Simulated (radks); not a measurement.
Te+, configuration [Kr] 4d9 5s1 5p5 (not the ground configuration). All-electron calculation, Dirac Kohn-Sham, BLYP, spin-unpolarised, spherical densities, point nucleus; open shells fill j = l - 1/2 first. Program: a radial shooting solver on a logarithmic mesh with Libxc functionals.

Normalised radial functions P(r) = r R(r) (large component), r in bohr:

```
   r/bohr * 5p3/2 (the largest magnitude, 0.736, reaches the edge; | marks zero)
 0.002267                             *
 0.003024                             *
 0.004001                             *
 0.005336                             *
 0.007117                             *
 0.009417                             |*
  0.01256                             |*
  0.01675                             | *
  0.02234                             | *
  0.02956                             |   *
  0.03943                             |    *
  0.05259                             |     *
  0.06958                             |     *
  0.09281                             |   *
   0.1238                             *
   0.1638                        *    |
   0.2184                     *       |
   0.2914                      *      |
   0.3855                             |*
   0.5142                             |         *
   0.6858                             |            *
   0.9074                             |    *
     1.21                  *          |
    1.614     *                       |
    2.136  *                          |
    2.848        *                    |
    3.799                 *           |
    5.027                         *   |
    6.705                            *|
```

5p3/2: eigenvalue -15.137 eV, 3 radial nodes at r = 0.124, 0.375, 0.994 bohr, <r> = 2.38 bohr, 90 % of the charge inside 3.51 bohr.
